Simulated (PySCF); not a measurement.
The multiplicity is imposed and other spin states were not computed.

**[Cu(NH3)(F)] (charge 0, multiplicity 1)**

Level of theory: PySCF with TPSSh-D3(BJ)/def2-TZVP // TPSS-D3(BJ)/def2-SVP.

* **HOMO**: -5.43 eV
* **dipole moment**: 8.46 D
* **HOMO–LUMO gap**: 4.37 eV
* **LUMO**: -1.06 eV
* **charge on the central atom (Mulliken)**: 0.34 e
* **charge on the central atom (meta-Löwdin)**: 0.54 e
* **total energy**: -48900.46 eV
* **cost**: very roughly 90 core-seconds

```xyz
6

Cu    -0.1719     0.0084    -0.0556
N     -1.8502     0.8495     0.3289
H     -2.3872     0.3411     1.0456
H     -2.4561     0.9103    -0.5015
H     -1.7359     1.8116     0.6778
F      1.3541    -0.7587    -0.4062
```
Charge 0, spin multiplicity 1.
